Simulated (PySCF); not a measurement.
Excited states of Zn²⁺ (zinc, charge +2)

Ground state [Ar] 3d10, ¹S. All numbers are calculated (PySCF 2.14, the spin-free X2C one-electron Hamiltonian (Gaussian nucleus), in x2c-SVPall with two added diffuse shells each of s, d type (7s3p5d1f, 48 functions)). Vertical excitation energies in eV without spin-orbit coupling; excited terms of each kind are numbered among those the solver found. Frozen: [Ar].

```
 term  leading excitation  EOM-EE-CCSD
 1 3D              3d → s       10.019
 1 1D              3d → s       10.458
1 3P°              3d → p       17.305
1 3F°              3d → p       17.596
1 1F°              3d → p       17.757
1 1D°              3d → p       18.083
1 3D°              3d → p       18.101
1 1P°              3d → p       18.175
 2 3D              3d → s       26.375
 2 1D              3d → s       26.460
```

The solver can miss terms. Rydberg members are limited by the diffuse functions of the basis.
